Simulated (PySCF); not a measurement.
## Potential energy of BeGe along the bond

Set-up: basis Be x2c-SVPall, Ge x2c-SVPall; spin-free X2C with a Gaussian nucleus; PySCF 2.14. Energies in eV from Be + Ge in their ground configurations at the same level. State: ³Σ⁻ (triplet), unpaired electrons π ↑↑.

All columns are PBE0. A positive dipole means Be(−)Ge(+).

```tsv
R (Å)	E (eV)	μ (D)	Mulliken charge on Be (basis-dependent)	HOMO (eV)	LUMO (eV)	Mayer bond order	⟨S²⟩
1.872	-0.954	-1.97	0.01	-5.89	-3.14	2.06	2.03
1.959	-1.250	-1.97	0.06	-5.75	-3.15	1.99	2.01
2.046	-1.413	-1.79	0.11	-5.66	-3.03	1.87	2.05
2.112	-1.471	-1.73	0.13	-5.59	-3.08	1.79	2.08
2.177	-1.486	-1.70	0.15	-5.53	-3.11	1.71	2.11
2.242	-1.470	-1.68	0.16	-5.47	-3.13	1.63	2.12
2.329	-1.412	-1.68	0.17	-5.39	-3.15	1.52	2.14
2.438	-1.303	-1.70	0.18	-5.31	-3.15	1.39	2.16
2.569	-1.144	-1.73	0.18	-5.23	-3.13	1.23	2.16
2.743	-0.923	-1.77	0.17	-5.14	-3.16	1.03	2.14
```

A fit through these points gives, at Re = 2.173 Å, μ = -1.70 D and dμ/dR = 0.384 D/Å; the reduced mass is 8.033 u.

Q: How strong is the fundamental in the double-harmonic approximation, I = 42.26·(dμ/dR)²/μred km/mol?

A: I = 42.26·(0.384)²/8.033 = 0.776 km/mol at PBE0.

⟨S²⟩ of the unrestricted solution departs from its pure value on part of the curve, where spin states mix. Spin–orbit coupling is left out. The state is the lowest determinant that a PBE0 search found; another state may lie lower at other levels.
